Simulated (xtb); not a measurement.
xtb input (GFN2-xTB):

```bash
xtb mol.xyz --gfn 2 --sp --chrg -1 --uhf 0
```
mol.xyz:
```
7

F      1.98168568    -1.34344827    -0.19603667
Si     1.52121204     0.19571106     0.35932761
Si    -0.77097541     0.09744609    -0.31739086
F     -1.46747119     1.58078882    -0.27580858
F     -1.74038408    -0.75478670     0.69461856
H      1.77210778     0.99278341    -0.94350216
H     -1.23989401    -0.43996810    -1.64857205
```

End of the output:

```
         :::::::::::::::::::::::::::::::::::::::::::::::::::::
         ::                     SUMMARY                     ::
         :::::::::::::::::::::::::::::::::::::::::::::::::::::
         :: total energy             -19.021479624750 Eh    ::
         :: gradient norm              0.062674806691 Eh/a0 ::
         :: HOMO-LUMO gap              3.162029229797 eV    ::
         ::.................................................::
         :: SCC energy               -19.058678061270 Eh    ::
         :: -> isotropic ES            0.169374096177 Eh    ::
         :: -> anisotropic ES         -0.010054140237 Eh    ::
         :: -> anisotropic XC         -0.013963732877 Eh    ::
         :: -> dispersion             -0.005745213373 Eh    ::
         :: repulsion energy           0.037198436520 Eh    ::
         :: add. restraining           0.000000000000 Eh    ::
         :: total charge              -1.000000000000 e     ::
         :::::::::::::::::::::::::::::::::::::::::::::::::::::

           -------------------------------------------------
          |                Property Printout                |
           -------------------------------------------------

    * Orbital Energies and Occupations

         #    Occupation            Energy/Eh            Energy/eV
      -------------------------------------------------------------
         1        2.0000           -0.6653521             -18.1052
       ...           ...                  ...                  ...
         4        2.0000           -0.4524512             -12.3118
         5        2.0000           -0.3833062             -10.4303
         6        2.0000           -0.3309806              -9.0064
         7        2.0000           -0.3253232              -8.8525
         8        2.0000           -0.3209082              -8.7324
         9        2.0000           -0.3144723              -8.5572
        10        2.0000           -0.3086039              -8.3975
        11        2.0000           -0.2807358              -7.6392
        12        2.0000           -0.2748854              -7.4800
        13        2.0000           -0.2730384              -7.4298
        14        2.0000           -0.2594663              -7.0604
        15        2.0000           -0.1704534              -4.6383
        16        2.0000           -0.1133949              -3.0856 (HOMO)
        17                          0.0028075               0.0764 (LUMO)
        18                          0.0175019               0.4763
        19                          0.0433347               1.1792
        20                          0.0638596               1.7377
        21                          0.1137753               3.0960
        22                          0.1572629               4.2793
        23                          0.1812864               4.9331
        24                          0.2119014               5.7661
        25                          0.2520268               6.8580
        26                          0.2779508               7.5634
        27                          0.4556178              12.3980
       ...                                ...                  ...
        32                          1.1069201              30.1208
      -------------------------------------------------------------
                  HL-Gap            0.1162024 Eh            3.1620 eV
             Fermi-level           -0.0552937 Eh           -1.5046 eV

     #   Z          covCN         q      C6AA      α(0)
     1   9 F        0.702    -0.441    14.066     4.428
     2  14 Si       2.493     0.198   189.651    30.157
     3  14 Si       3.220     0.476   136.250    24.375
     4   9 F        0.704    -0.389    13.394     4.321
     5   9 F        0.704    -0.391    13.421     4.326
     6   1 H        0.881    -0.287    20.446     7.078
     7   1 H        0.902    -0.167     8.624     4.594

 Mol. C6AA /au·bohr⁶  :       1833.681419
 Mol. C8AA /au·bohr⁸  :      79041.132068
 Mol. α(0) /au        :         79.280618

Wiberg/Mayer (AO) data.
largest (>0.10) Wiberg bond orders for each atom

 ---------------------------------------------------------------------------
     #   Z sym  total        # sym  WBO       # sym  WBO       # sym  WBO
 ---------------------------------------------------------------------------
     1   9 F    0.944 --     2 Si   0.905
     2  14 Si   2.897 --     3 Si   1.056     1 F    0.905     6 H    0.853
     3  14 Si   3.844 --     2 Si   1.056     4 F    0.938     5 F    0.929
                             7 H    0.865
     4   9 F    1.014 --     3 Si   0.938
     5   9 F    1.011 --     3 Si   0.929
     6   1 H    0.918 --     2 Si   0.853
     7   1 H    0.972 --     3 Si   0.865
 ---------------------------------------------------------------------------

Topologies differ in total number of bonds
Writing topology from bond orders to xtbtopo.mol

molecular dipole:
                 x           y           z       tot (Debye)
 q only:        0.019       0.278       0.733
   full:       -0.618       0.091      -0.054       1.594
molecular quadrupole (traceless):
                xx          xy          yy          xz          yz          zz
 q only:       -9.239       5.308       0.808       4.552       2.169       8.431
  q+dip:       -9.752       4.499       0.130       2.716       1.524       9.622
   full:       -9.851       3.780       2.299       0.058       0.560       7.552

           -------------------------------------------------
          | TOTAL ENERGY              -19.021479624750 Eh   |
          | GRADIENT NORM               0.062674806691 Eh/α |
          | HOMO-LUMO GAP               3.162029229797 eV   |
           -------------------------------------------------

------------------------------------------------------------------------
------------------------------------------------------------------------
 total:
 SCF:
Note: The following floating-point exceptions are signalling: IEEE_DENORMAL
normal termination of xtb
```

It need not be the lowest isomer of its formula. Whether it binds its extra electron was not tested at this geometry.
